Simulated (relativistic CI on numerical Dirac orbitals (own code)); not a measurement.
## One change at a time: Nd XXII

Base calculation: Dirac-Coulomb-Breit CI, KLI orbitals optimised for each configuration, a model potential for QED, unscaled Slater integrals.

Configuration list (outside the closed core [Ar] 3d10): 4s2.4p6.4d3, 4s2.4p5.4d4, 4s2.4p6.4d2.4f, 4s.4p6.4d4, 4s2.4p5.4d3.4f, 4s2.4p6.4d2.5s, 4s.4p6.4d3.4f, 4s2.4p6.4d2.5p, 4s2.4p6.4d.4f.5s, 4s2.4p6.4d2.5d, 4s2.4p5.4d3.5s, 4s2.4p6.4d.5s.5p, 4s2.4p6.4d2.5f, 4s2.4p5.4d3.5p, 4s2.4p6.4d2.6s, 4s2.4p6.4d2.5g, 4s2.4p6.4d2.6p, 4s.4p6.4d3.5s, 4s2.4p6.4d2.6f, 4s2.4p6.4d2.7s, 4s2.4p6.4d.4f2, 4s2.4p6.4f3, 4s2.4p5.4d.4f3, 4s2.4p6.4f2.5s, 4s.4p6.4d.4f3, 4s2.4p6.4d.5s2, 4s2.4p6.4f.5s2, 4s2.4p5.4d.4f.5s2, 4s.4p6.4d.4f.5s2, 4s2.4p6.4d.5p2, 4s2.4p6.4f.5p2, 4s2.4p5.4d.4f.5p2, 4s2.4p6.5s.5p2, 4s.4p6.4d.4f.5p2. Double excitations out of closed p, d and f shells are left out; levels of such configurations are missing from the list, as are those of other unlisted configurations, and high levels can miss mixing partners. These lack a partner that the ground configuration has and come out too high: 4s2.4p6.4d2.5p, 4s2.4p6.4d2.5d, 4s2.4p5.4d3.5s, 4s2.4p6.4d2.5f, 4s2.4p5.4d3.5p.

Variants: (1) only the first 3 configurations. Shifts of the energy above 4s2.4p6.4d3 4F_3/2, in cm⁻¹, for the lowest level and the first level of each name with at least 55 % of one term (blank where a level changes its place among those of its configuration and J or its character, or is not in the variant):

```
              Level    Base    Δ(1)
 4s2.4p6.4d3 4F_3/2       0       0
 4s2.4p6.4d3 4F_5/2   26371     +47
 4s2.4p6.4d3 4F_7/2   43024    +467
 4s2.4p6.4d3 4P_1/2   54354   +2014
 4s2.4p6.4d3 2G_7/2   78967   +1154
 4s2.4p6.4d3 4P_5/2   82143   +2307
 4s2.4p6.4d3 2P_1/2  101381   +1017
4s2.4p6.4d3 2H_11/2  105681   +1815
 4s2.4p6.4d3 2D_5/2  114006   +3546
 4s2.4p6.4d3 2F_5/2  123180   +3581
 4s2.4p6.4d3 2F_7/2  128038   +3981
 4s2.4p6.4d3 2P_3/2  142831    -199
4s2.4p5.4d4 6D°_5/2  853691  -28155
4s2.4p5.4d4 6D°_7/2  859649  -27802
```

At this charge energies of transitions that change n are usually good to better than 1 %, and those within a shell (Δn = 0) to a few per cent. Terms inside the open d or f shell come out 10 to 20 % too wide with unscaled integrals.

Ionisation energy from the two ground configurations alone: base 638.558 eV. The NIST ASD value (theoretical) is 638 eV.

LS names give the leading component of a level, which can be under half, so a name can repeat, a term be missing and a line seem to break the LS rules.
